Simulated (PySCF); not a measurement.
Radial density of B⁺ (boron, charge +1)

UHF, [He] 2s2, closed-shell 1S. All numbers are calculated (PySCF 2.14, no relativity, point nucleus, in def2-TZVP).

| r (bohr) | 4πr²ρ (e/bohr) |
| --- | --- |
| 0.00489 | 0.02079 |
| 0.00823 | 0.05709 |
| 0.0138 | 0.1523 |
| 0.0233 | 0.3927 |
| 0.0392 | 0.9480 |
| 0.0659 | 2.061 |
| 0.111 | 3.749 |
| 0.186 | 5.092 |
| 0.314 | 4.270 |
| 0.527 | 1.686 |
| 0.887 | 0.8140 |
| 1.49 | 1.199 |
| 2.51 | 0.5069 |
| 4.22 | 0.03035 |
| 7.10 | 6.709e-05 |
